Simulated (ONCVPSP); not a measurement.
# Which change was made? (Br, ONCV)

bromine, optimised norm-conserving Vanderbilt (ONCV), made with ONCVPSP 4.0.1 (PBEsol, non-relativistic). Core [Ar] 3d10, reference 4s2 4p5. Waves: 4s: rc 1.50 bohr, ncon 4, nbas 7, qcut 4 1/bohr, 2 projectors, debl 1.3 Ha; 4p: rc 1.20 bohr, ncon 4, nbas 8, qcut 6.6 1/bohr, 1 projector; d scattering state at 0.15 Ha: rc 1.45 bohr, ncon 4, nbas 8, qcut 7.3 1/bohr, 3 projectors, debl 1.2 Ha. Local part: polynomial inside 0.85 bohr (lpopt 5, dvloc0 0 Ha). Core correction: none.

Cutoffs, loose and tight: the cutoffs (Ha) at which the residual kinetic energy of the hardest occupied pseudo-wave falls to 1 and 0.1 mHa per electron. They do not see the model core or the augmentation charge, which bear on the density cutoff. Test errors are all-electron minus pseudo excitation energies from the reference, over the configurations 4s2 4p4; 4s2 4p3; 4s2 4p2; 4s2 4p4.5; variants that change the core or the reference have their own tests.

The base gives: outcome: generated; cutoff, loose: 115 Ha; cutoff, tight: 145 Ha; bound ghosts: s, d; GHOST(+) flags above zero: p, d; largest test error (meV): +82.

(1) After one change the result is: outcome: generated; cutoff, loose: 112 Ha; cutoff, tight: 144 Ha; bound ghosts: s, d; GHOST(+) flags above zero: p, d; largest test error (meV): +59. Which change was it?
A. scalar-relativistic
B. core correction Teter function, fcfact 5.25, rcfact 1.6
C. functional BLYP

Answers

(1) A. The others give: functional BLYP → outcome: generated; cutoff, loose: 115 Ha; cutoff, tight: 145 Ha; bound ghosts: s, d; GHOST(+) flags above zero: p, d; largest test error (meV): +152 | core correction Teter function, fcfact 5.25, rcfact 1.6 → outcome: generated; cutoff, loose: 115 Ha; cutoff, tight: 145 Ha; bound ghosts: s, d; GHOST(+) flags above zero: p, d; largest test error (meV): -78.
